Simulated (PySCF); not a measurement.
Excitation energy of Pt+ by level of theory

Pt+ [Xe] 4f14 5d9 (2D) → Pt+ [Xe] 4f14 5d8 6s1 (4F), as a difference of total energies. Computed with PySCF 2.14 in aug-cc-pVTZ-PP with ECP60MDF (6s6p5d3f2g, 88 functions), with a scalar-relativistic core potential. Correlated levels: valence: 5s2 5p6 frozen. The calculations carry no spin-orbit coupling.

| method | excitation energy (eV) |
| --- | --- |
| UHF | 0.268 |
| MP2 (valence) | 0.893 |
| SCS-MP2 (valence) | 1.072 |
| CCSD (valence) | 0.800 |
| CCSD(T) (valence) | 0.871 |

Problem. How much does correlation contribute at CCSD(T) (valence)?

Solution. 0.871 − (0.268) = 0.603 eV, measured against UHF.
